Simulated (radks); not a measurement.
Question: Radial electron density D(r) = 4 pi r^2 rho(r) of an atom or ion with 4 electrons. Calculated with a radial shooting solver on a logarithmic mesh with Libxc functionals: scalar-relativistic Kohn-Sham, r2SCAN, spin-polarised, spherical densities, finite nucleus; meta-GGA in the generalised Kohn-Sham scheme; Fermi nuclear charge, rms radius of each element as measured or else 0.836 A^(1/3) + 0.57 fm.

r (bohr)  D(r) (e/bohr)  spin D(r)
0.02101          0.5525     0.0224
0.02388          0.6894     0.0280
0.02714          0.8563     0.0347
0.03109           1.072     0.0433
0.03534           1.316     0.0531
0.04017           1.604     0.0645
0.04602           1.963     0.0787
0.0523            2.352     0.0938
0.05944           2.790      0.110
0.0681            3.303      0.130
0.0774            3.820      0.148
0.08868           4.387      0.167
0.1008            4.911      0.183
0.1146            5.393      0.195
0.1312            5.818      0.201
0.1492            6.092      0.199
0.1695            6.204      0.187
0.1942            6.111      0.162
0.2208            5.806      0.128
0.2509            5.299     0.0870
0.2874            4.575     0.0424
0.3267            3.782    0.00875
0.3743            2.913   -0.00544
0.4254            2.157     0.0137
0.4835            1.539     0.0755
0.5539            1.084      0.194
0.6296           0.8551      0.349
0.7155           0.7857      0.526
0.8198           0.8219      0.710
0.9317           0.8826      0.839
1.067            0.9054      0.892
1.213            0.8518      0.848
1.379            0.7258      0.725
1.58             0.5459      0.546
1.795            0.3769      0.377
2.041            0.2403      0.240
2.338            0.1415      0.142
2.657           0.08037     0.0804
3.02            0.03543     0.0354
3.46           0.005729    0.00573
3.933          0.006174    0.00617
4.505           0.03738     0.0374
5.121           0.06776     0.0678
5.82            0.06286     0.0629
6.668           0.02108     0.0211
7.578         0.0003255   0.000325
8.613           0.03952     0.0395
9.868            0.1222      0.122
11.22            0.1617      0.162
12.75            0.1268      0.127
14.6            0.05804     0.0580
16.6            0.01708     0.0171
19.02          0.002772    0.00277
21.61         0.0003064   0.000306

What is the nuclear charge?

Answer: Z = 6. The innermost maximum, from 1s, lies near gamma/Z bohr with gamma = sqrt(1 - (Z/c)^2) = 0.999, here 0.167 bohr (found: 0.172), and its height grows with Z. The density is that of the carbon ion C2+ in [He] 2s1 5s1; the configuration itself is not fixed sharply by these data. D(r) has 4 maxima, at r = 0.172, 1.04, 5.37, 11.2 bohr, and minima at 0.721, 3.69 bohr, inside which lie 2.08, 3.06 electrons.
